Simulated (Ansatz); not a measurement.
Cost and result for the atomization energy of C9H20 (`CC(C)(C)CC(C)(C)C`) (29 atoms, 28 bonds).

```xyz
29

C    -1.1253    0.5639   -2.3764
C    -0.4791   -0.2541   -1.2553
C     0.8933   -0.7151   -1.7369
C    -1.3648   -1.4767   -1.0120
C    -0.4281    0.6752   -0.0234
C     0.3949    0.3869    1.2507
C    -0.1035    1.3739    2.3093
C     1.8856    0.6554    1.0405
C     0.2106   -1.0257    1.7971
H    -2.1078    0.9378   -2.0738
H    -1.2603   -0.0457   -3.2742
H    -0.5062    1.4251   -2.6428
H     1.5644    0.1310   -1.9056
H     0.7932   -1.2540   -2.6837
H     1.3712   -1.3924   -1.0266
H    -0.9473   -2.1566   -0.2701
H    -2.3595   -1.1757   -0.6706
H    -1.4898   -2.0404   -1.9413
H    -1.4709    0.8149    0.2889
H    -0.0992    1.6616   -0.3747
H     0.4770    1.2810    3.2315
H    -0.0126    2.4059    1.9580
H    -1.1545    1.1938    2.5522
H     2.4193    0.5743    1.9920
H     2.3450   -0.0474    0.3462
H     2.0489    1.6656    0.6539
H     0.7106   -1.1177    2.7658
H     0.6409   -1.7806    1.1364
H    -0.8459   -1.2641    1.9447
```

Total charge 0; spin multiplicity 1. Geometry: relaxed with PBE0-D4/def2-TZVP. Program: Ansatz. All runs use 4 threads of an AMD EPYC 7R13 on a shared host and a share of an NVIDIA H100 80 GB. Times are those of one run each, without the atoms' runs, and a repeat can differ threefold. Electronic energies, without spin–orbit coupling; frozen cores. CCSD(T)/CBS adds CCSD(T) − MP2 in def2-TZVPP to the MP2 limit, and its time is that of the two runs behind it. T1 = 0.009. B3LYP takes the VWN-RPA correlation (the form of Gaussian; ORCA's B3LYP/G).

CCSD(T)/CBS is a level of theory with its own doubt, some kJ/mol a heavy atom from the limit and from the frozen cores, so smaller differences don't rank the functionals.

```csv
level,functions,wall time,atomization (kJ/mol),difference from CCSD(T)/CBS,per bond
PBE-D4/def2-TZVPP (with forces),559,4.2 s,11787.8,181.0,6.5
CCSD(T)/def2-SVP,226,4.5 s,11214.4,-392.4,-14.0
BHLYP-D4/def2-TZVPP,559,4.6 s,11378.6,-228.2,-8.1
BLYP-D4/def2-TZVPP,559,5.5 s,11523.0,-83.8,-3.0
CAM-B3LYP-D4/def2-TZVPP,559,6 s,11655.1,48.3,1.7
B3LYP-D4/def2-TZVPP (with forces),559,6 s,11605.4,-1.4,0.0
r2SCAN-D4/def2-TZVPP (with forces),559,6.5 s,11623.6,16.8,0.6
B97M-V/def2-TZVPP,559,6.5 s,11624.1,17.3,0.6
B2PLYP/def2-TZVPP,559,7 s,11481.5,-125.3,-4.5
ωB97X-V/def2-TZVPP,559,7 s,11616.7,9.9,0.4
MP2/def2-QZVPP,1113,23 s,11609.5,2.7,0.1
CCSD(T)/def2-TZVPP,559,100 s,11380.0,-226.8,-8.1
CCSD(T)/CBS(def2),–,2.1 min,11606.8,0.0,0.0
```

From BLYP to BHLYP (50 % exact exchange), in def2-TZVPP and without D4, the atomization energy moves by −64.7 kJ/mol: exact exchange takes away binding that semilocal exchange gives to molecules. At CCSD(T), def2-SVP lies −392.4 kJ/mol from the extrapolated value and def2-TZVPP −226.7 kJ/mol: correlation converges slowly with the basis, and small sets miss more of it in the bonded molecule than in its fragments. Leaving LDA and LC-ωPBE aside and taking each functional with its dispersion term where it has one, the values spread over 409.2 kJ/mol, from BHLYP-D4 to PBE-D4. LDA lies +1402.4 kJ/mol from PBE without D4, its usual overbinding.
